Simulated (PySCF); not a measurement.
PySCF input file for H4O, SMILES [OH4+2], charge +2, PBE-D3(BJ)/def2-TZVPD. Geometry optimised at PBE-D3(BJ)/def2-TZVPD.

```python
import numpy as np
from pyscf import gto, scf, dft, df
from pyscf.hessian import thermo

mol = gto.M(
    atom='''
    O    -0.00000000   -0.00000000    0.00000000
    H    -0.60885084    0.60885084   -0.60885084
    H     0.60885084    0.60885084    0.60885083
    H     0.60885084   -0.60885084   -0.60885084
    H    -0.60885084   -0.60885083    0.60885085
    ''',
    basis='def2-TZVPD',
    charge=2,
    spin=0,
    max_memory=1600,
    verbose=3,
)
mf = dft.RKS(mol, xc='pbe').density_fit(auxbasis='def2-universal-jkfit')
mf.disp = 'd3bj'
mf.grids.level = 3
mf.conv_tol = 1e-11
mf.max_cycle = 100
mf.kernel()

# [left out here: the lines that compute and print the analytic Hessian (its translational invariance restored by hand, since the grid's response is missing), thermochemistry and intensities]
```

It prints:

```
converged SCF energy = -76.5666962101458

WARN: DFTD3 does not support analytical Hessian, using finite difference


WARN: Mole.unit (angstrom) is changed to Bohr

Mode                                 0                   1                   2
Irrep
Freq [cm^-1]                     1399.7527           1399.7542           1399.7556
Reduced mass [au]                   1.1372              1.1372              1.1372
Force const [Dyne/A]                1.3127              1.3127              1.3127
Char temp [K]                    2013.9325           2013.9346           2013.9367
Normal mode                   x     y     z       x     y     z       x     y     z
       0   O                -0.06  0.03 -0.05   -0.00 -0.08 -0.04   -0.06 -0.03  0.06
       1   H                 0.04  0.19 -0.01    0.10  0.41  0.35    0.45  0.12 -0.31
       2   H                 0.18 -0.41  0.13   -0.30  0.21 -0.04    0.31  0.09 -0.45
       3   H                 0.31 -0.09  0.45    0.30  0.21 -0.04    0.17  0.41 -0.13
       4   H                 0.46 -0.13  0.30   -0.10  0.41  0.35    0.03 -0.19  0.01
Mode                                 3                   4                   5
Irrep
Freq [cm^-1]                     1560.7186           1560.7187           2731.1031
Reduced mass [au]                   1.0080              1.0080              1.0898
Force const [Dyne/A]                1.4466              1.4466              4.7891
Char temp [K]                    2245.5266           2245.5267           3929.4493
Normal mode                   x     y     z       x     y     z       x     y     z
       0   O                 0.00 -0.00 -0.00    0.00  0.00  0.00   -0.05  0.02 -0.04
       1   H                 0.39  0.30 -0.09    0.12 -0.28 -0.40    0.46 -0.46  0.46
       2   H                -0.39  0.30  0.09   -0.12 -0.28  0.40    0.28  0.27  0.28
       3   H                -0.39 -0.30 -0.09   -0.12  0.28 -0.40    0.11 -0.11 -0.10
       4   H                 0.39 -0.30  0.09    0.12  0.28  0.40   -0.07 -0.08  0.08
Mode                                 6                   7                   8
Irrep
Freq [cm^-1]                     2731.1043           2731.1054           2885.3034
Reduced mass [au]                   1.0898              1.0898              1.0080
Force const [Dyne/A]                4.7891              4.7891              4.9442
Char temp [K]                    3929.4510           3929.4526           4151.3091
Normal mode                   x     y     z       x     y     z       x     y     z
       0   O                 0.00  0.06  0.03   -0.05 -0.02  0.04    0.00  0.00 -0.00
       1   H                 0.11 -0.12  0.11   -0.05  0.06 -0.06   -0.29  0.29 -0.29
       2   H                -0.37 -0.38 -0.37    0.12  0.12  0.11    0.29  0.29  0.29
       3   H                 0.37 -0.37 -0.37    0.28 -0.28 -0.28    0.29 -0.29 -0.29
       4   H                -0.12 -0.12  0.11    0.46  0.45 -0.46   -0.29 -0.29  0.29
temperature 298.1500 [K]
pressure 101325.00 [Pa]
Rotational constants [GHz] 169.06156 169.06156 169.06156
Symmetry number 12
Zero-point energy (ZPE) 0.04192 [Eh]   110052.349 [J/mol]
                           tot       elec      trans        rot        vib
Entropy [J/mol/K]       187.948      0.000    146.127     41.518      0.303
Cv [J/mol/K]             26.788      0.000     12.472     12.472      1.845
Cp [J/mol/K]             35.103      0.000     20.786     12.472      1.845
Internal energy [J/mol]                      3718.434   3718.434 110131.194
Internal energy [Eh]   -76.52192  -76.56670
Enthalpy [J/mol]                             6197.391   3718.434 110131.194
Enthalpy [Eh]          -76.52097
Gibbs free energy [J/mol]                  -37370.369  -8660.299 110041.004
Gibbs free energy [Eh] -76.54232
mode   freq/cm-1   IR/(km/mol)
   1     1399.75       354.703
   2     1399.75       354.704
   3     1399.76       354.705
   4     1560.72         0.000
   5     1560.72         0.000
   6     2731.10       894.986
   7     2731.10       894.985
   8     2731.11       894.984
   9     2885.30         0.000
max |gradient| / (hartree/bohr): 3.816041489055858e-05
APT charges: [-0.3271  0.5818  0.5818  0.5818  0.5818]
```

The run converged.

Cost: around 8 core-seconds (rough).
